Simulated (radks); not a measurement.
Problem. All-electron atom: Ir II in [Xe] 4f14 5d7 6s1. Calculated with a radial shooting solver on a logarithmic mesh with Libxc functionals: scalar-relativistic Kohn-Sham, SCAN, spin-polarised, spherical densities, finite nucleus; open shells are filled with parallel spins first (spin-orbit coupling, left out, can overturn this in heavy ions); meta-GGA in the generalised Kohn-Sham scheme; Fermi nuclear charge, rms radius 5.4032 fm. Some entries of the table are withheld. Estimate them.

orbital  occ.  eigenvalue (eV)  <1/r> (bohr^-1)  <r> (bohr)
1s up       1        -76204.06            92.16     0.01744
1s down     1        -76204.03            92.16     0.01744
2s up       1        -13365.34            21.61     0.07358
2s down     1        -13365.19            21.61     0.07358
2p up       3        -11609.96            19.36     0.06623
2p down     3        -11609.81            19.36     0.06623
3s up       1        -3144.661            8.016      0.1903
3s down     1        -3144.601            8.016      0.1903
3p up       3        -2628.290            7.343      0.1912
3p down     3        -2628.211            7.343      0.1912
3d up       5        -2058.545            6.914      0.1734
3d down     5        -2058.402            6.913      0.1734
4s up       1        -683.4155            3.416      0.4231
4s down     1        -683.1522            3.415      0.4232
4p up       3        -513.2721            3.096      0.4501
4p down     3        -513.0295            3.095      0.4501
4d up       5        -303.5069            2.766      0.4784
4d down     5        -303.2194            2.766      0.4782
5s up       1        -108.9481            1.368      0.9816
5s down     1        -106.9143            1.377      0.9765
4f up       7         -71.3824            2.313      0.5362
4f down     7         -70.9612            2.318      0.5342
5p up       3         -65.2778            1.161       1.135
5p down     3         -62.8717            1.169       1.130
5d up       5              (1)           0.7886       1.663
6s up       1         -14.5894           0.4705         (2)
5d down     2              (3)           0.7902       1.667

Solution. 
(1) 5d up eigenvalue (eV): -16.4856
(2) 6s up <r> (bohr): 2.673
(3) 5d down eigenvalue (eV): -13.8414
